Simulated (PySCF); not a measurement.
A geometry optimisation on MgMeI, `[CH3][Mg][I]`.

Method: PBE0-D3(BJ)/def2-SVP geometry optimisation, gas phase, def2 core potentials past Kr (PySCF 2.14.0). Start geometry: GFN2-xTB. The input is one job of a driver script: a line of settings, then coordinates in Å.

Input:
```
{"job": {"xc": "PBE0", "basis": "def2-SVP", "d3": "d3bj", "grid": 1, "maxiter": 40, "kind": "geom"}, "charge": 0, "multiplicity": 1}
Mg    -0.016250     0.014260    -1.143670
C      0.001480    -0.001140     0.930970
H     -0.439180     0.905320     1.341500
H      1.016400    -0.073900     1.315890
H     -0.559330    -0.844360     1.327790
I     -0.003120    -0.000170    -3.772480
```

Output:
```
step   0  E = -537.51411822  max force = 0.009523
step   1  E = -537.51495990  max force = 0.000338
step   2  E = -537.51496378  max force = 0.000305
optimisation converged
```

Energies in Eh; «max force» is the largest Cartesian gradient component in Eh/bohr.

Give the first gradient maximum in eV/Å.

With 1 Eh/bohr = 51.422 eV/Å, 0.490 eV/Å.

How much energy does the optimisation release, in kcal/mol?

E(step 0) − E(last step) = 0.000846 Eh, which is 0.5 kcal/mol.

In short: final energy -537.51496 Eh after 2 steps; dipole 2.02 D.

Give the final coordinates.

0.021 Å rms from the input after alignment:
```
atom  x, y, z in Å
Mg1   -0.0125    0.0106   -1.1588
C2     0.0013   -0.0006    0.9213
H3    -0.4460    0.9190    1.3340
H4     1.0293   -0.0739    1.3136
H5    -0.5683   -0.8553    1.3228
I6    -0.0039    0.0002   -3.7328
```

Estimate the wall time. Hardware: an Arm Neoverse V2 with one thread, no GPU, on a shared host.

About 6.0 s.
Labels such as C1 count atoms from 1, the log's own numbers from 0.
